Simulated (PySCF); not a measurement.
PySCF input for SeCl3, SMILES Cl[Se](Cl)Cl, multiplicity 2, B3LYP-D3(BJ)/def2-SVP. The structure is a stationary point at B3LYP-D3(BJ)/def2-SVP. The multiplicity is an assumed one; other spin states were not compared. The isomer is the one that the SMILES or the coordinates give; other isomers of the formula were not compared.

```python
import numpy as np
from pyscf import gto, scf, dft, df
from pyscf.hessian import thermo

mol = gto.M(
    atom='''
    Se    0.28114158    0.28213534   -0.00000000
    Cl   -0.23961973    0.65622776    2.24141376
    Cl   -0.23961973    0.65622776   -2.24141376
    Cl   -0.08304370   -1.87672618   -0.00000000
    ''',
    basis='def2-SVP',
    charge=0,
    spin=1,
    max_memory=1600,
    verbose=3,
)
mf = dft.UKS(mol, xc='b3lyp').density_fit(auxbasis='def2-universal-jkfit')
mf.disp = 'd3bj'
mf.grids.level = 3
mf.conv_tol = 1e-11
mf.max_cycle = 100
mf.kernel()
fine, coarse = mf.grids, dft.Grids(mol).set(level=1).build(with_non0tab=True)
for _ in range(3):  # follow internal instabilities
    mf.grids = coarse
    mo, _, stable, _ = mf.stability(return_status=True, nroots=4)
    mf.grids = fine
    if stable:
        break
    mf.kernel(mf.make_rdm1(mo, mf.mo_occ))

# analytic Hessian; the response equations are solved on a coarser grid
h, args, fine = mf.Hessian(), (mf.mo_energy, mf.mo_coeff, mf.mo_occ), mf.grids
h.max_memory = max(150, 2.5e-5 * df.make_auxmol(mol, mf.with_df.auxbasis).nao * mol.nelec[0] * (mol.nelec[0] + mol.nao))  # MB; small integral blocks
h1ao = h.make_h1(mf.mo_coeff, mf.mo_occ)
mf.grids = dft.Grids(mol).set(level=1).build(with_non0tab=True)
mo1, mo_e1 = h.solve_mo1(*args, h1ao)
mf.grids = fine
hess = h.hess_elec(*args, mo1, mo_e1, h1ao) + h.hess_nuc()
if mf.do_disp():
    hess += h.get_dispersion()
for i in range(mol.natm):  # the analytic DFT Hessian lacks the response of the grid: restore translational invariance
    hess[i, i] -= hess[i].sum(axis=0)
hess = (hess + hess.transpose(1, 0, 3, 2)) / 2
vib = thermo.harmonic_analysis(mol, hess, imaginary_freq=False)
thermo.dump_normal_mode(mol, vib)
th = thermo.thermo(mf, vib['freq_au'][vib['freq_au'] > 0], 298.15, 101325)
thermo.dump_thermo(mol, th)
g0 = mf.nuc_grad_method().set(verbose=0).kernel()

# dipole derivatives [dipole axis, atom, xyz] from the same response
r, irp = mol.intor('int1e_r'), mol.intor('int1e_irp').reshape(3, 3, mol.nao, mol.nao)
sl, dm0, ok = mol.aoslice_by_atom(), np.array(mf.make_rdm1()), []
dmu = np.einsum('a,xt->xat', mol.atom_charges(), np.eye(3))
for a, (_, _, p0, p1) in enumerate(sl):
    dmu[:, a] += 2 * np.einsum('xtij,ij->xt', irp[:, :, :, p0:p1], dm0.reshape(-1, mol.nao, mol.nao).sum(0)[:, p0:p1])
    for u, c, occ, f in zip(mo1, mf.mo_coeff, mf.mo_occ, (2, 2)):
        dmu[:, a] -= f * np.einsum('tui,xuv,vi->xt', u[a], r, c[:, occ > 0], optimize=True)
L = vib['norm_mode']
ir = 974.8801 * (np.einsum('xat,kat->kx', dmu, L) ** 2).sum(1)       # km/mol
apt = np.einsum('xax->a', dmu) / 3
print('mode   freq/cm-1   IR/(km/mol)')
for k, w in enumerate(vib['freq_wavenumber']):
    print(f'{k + 1:4d} {w:11.2f} {ir[k]:13.3f}')
print('max |gradient| / (hartree/bohr):', abs(g0).max())
print('APT charges:', apt.round(4))
```

It prints:

```

WARN: HOMO -0.222721825296163 >= LUMO -0.222721825296168

converged SCF energy = -3781.48636724581  <S^2> = 0.75437876  2S+1 = 2.004374
<class 'pyscf.df.df_jk.DFUKS'> wavefunction is stable in the internal stability analysis

WARN: DFTD3 does not support analytical Hessian, using finite difference


WARN: Mole.unit (angstrom) is changed to Bohr

Mode                                 0                   1                   2
Irrep
Freq [cm^-1]                       72.5519            116.2765            146.4440
Reduced mass [au]                  40.3016             47.6410             36.9427
Force const [Dyne/A]                0.1250              0.3795              0.4668
Char temp [K]                     104.3861            167.2961            210.7003
Normal mode                   x     y     z       x     y     z       x     y     z
       0  Se                -0.01  0.05  0.00   -0.08 -0.01  0.00   -0.00  0.00 -0.03
       1  Cl                 0.03 -0.09  0.03    0.07  0.03  0.03   -0.00 -0.07 -0.03
       2  Cl                 0.03 -0.09 -0.03    0.07  0.03 -0.03    0.00  0.07 -0.03
       3  Cl                -0.02  0.06 -0.00    0.03 -0.03 -0.00    0.00 -0.00  0.13
Mode                                 3                   4                   5
Irrep
Freq [cm^-1]                      280.6612            291.8037            388.7434
Reduced mass [au]                  47.9815             37.2592             42.7627
Force const [Dyne/A]                2.2268              1.8692              3.8075
Char temp [K]                     403.8090            419.8405            559.3152
Normal mode                   x     y     z       x     y     z       x     y     z
       0  Se                 0.00 -0.00 -0.08   -0.02  0.02 -0.00   -0.02 -0.06 -0.00
       1  Cl                -0.02  0.01  0.08    0.03 -0.02 -0.11    0.01  0.00 -0.02
       2  Cl                 0.02 -0.01  0.08    0.03 -0.02  0.11    0.01  0.00  0.02
       3  Cl                -0.00  0.00  0.01   -0.00 -0.01 -0.00    0.02  0.13 -0.00
temperature 298.1500 [K]
pressure 101325.00 [Pa]
Rotational constants [GHz] 2.93521 1.37809 0.97592
Symmetry number 1
Zero-point energy (ZPE) 0.00295 [Eh]   7754.677 [J/mol]
                           tot       elec      trans        rot        vib
Entropy [J/mol/K]       358.501      5.763    173.874    120.454     58.410
Cv [J/mol/K]             69.721      0.000     12.472     12.472     44.777
Cp [J/mol/K]             78.035      0.000     20.786     12.472     44.777
Internal energy [J/mol]                      3718.434   3718.434  16518.204
Internal energy [Eh]   -3781.47724  -3781.48637
Enthalpy [J/mol]                             6197.391   3718.434  16518.204
Enthalpy [Eh]          -3781.47630
Gibbs free energy [J/mol]                  -45643.173 -32194.887   -896.618
Gibbs free energy [Eh] -3781.51701
mode   freq/cm-1   IR/(km/mol)
   1       72.55         1.011
   2      116.28         2.757
   3      146.44         0.010
   4      280.66       141.592
   5      291.80         9.878
   6      388.74        31.071
max |gradient| / (hartree/bohr): 3.3637106264749716e-05
APT charges: [ 1.3101 -0.4935 -0.4935 -0.3231]
```

Self-consistency was reached.
